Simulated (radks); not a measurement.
The numbers below are computed, except where a source is named.
Fe4+, 22 electrons, occupied as [Ne] 3s1 3p6 3d4 4p1 (not the ground configuration). Code: a radial shooting solver on a logarithmic mesh with Libxc functionals. Model: scalar-relativistic Kohn-Sham, exchange-only LDA, spin-polarised, spherical densities, point nucleus; open shells are filled with parallel spins first.

Local quantities along the radius. ELF = 1/(1 + alpha^2) is the electron localisation function; alpha = (tau - tau_W)/tau_unif compares the Pauli kinetic energy density with that of the uniform gas (summed over spins); r v_xc is r times the local exchange-correlation potential of spin up (hartree bohr); 4 pi r^2 rho is in e/bohr. tau is taken from the large components.

r (bohr),ELF,alpha,r v_xc,4 pi r^2 rho
0.003256,1.000,0.01723,-0.07145,1.464
0.00424,1.000,0.01815,-0.09117,2.337
0.005477,1.000,0.01957,-0.1149,3.622
0.007132,1.000,0.02183,-0.1449,5.583
0.009213,0.999,0.02518,-0.1801,8.285
0.012,0.999,0.03063,-0.2227,12.05
0.0155,0.998,0.03931,-0.2701,16.62
0.02018,0.997,0.05495,-0.3235,21.95
0.02607,0.993,0.08359,-0.3769,26.89
0.03394,0.979,0.1451,-0.4288,30.43
0.04384,0.927,0.2807,-0.4705,31.14
0.05709,0.729,0.6102,-0.5008,28.88
0.07434,0.398,1.229,-0.5249,25.57
0.09603,0.287,1.575,-0.5663,24.78
0.125,0.457,1.089,-0.6495,28.48
0.1615,0.718,0.6264,-0.7492,33.57
0.2103,0.819,0.4698,-0.8213,33.67
0.2717,0.723,0.6190,-0.8263,25.98
0.3538,0.306,1.504,-0.7931,16.16
0.457,0.225,1.855,-0.8418,12.82
0.595,0.600,0.8164,-0.9822,14.78
0.7686,0.769,0.5487,-1.060,14.39
1.001,0.690,0.6695,-1.002,9.274
1.293,0.365,1.320,-0.8432,4.084
1.684,0.123,2.666,-0.6918,1.506
2.192,0.201,1.996,-0.6197,0.7349
2.832,0.284,1.589,-0.5238,0.3347
3.687,0.107,2.896,-0.3508,0.07702
4.763,0.008,11.11,-0.1752,0.007427
6.202,0.000,101.8,-0.05764,0.0002031

On this mesh the ELF has minima near r = 0.096, 0.40, 1.7 bohr, which separate the shells, and maxima near 0.21 (0.82), 0.77 (0.77), 2.8 (0.28).
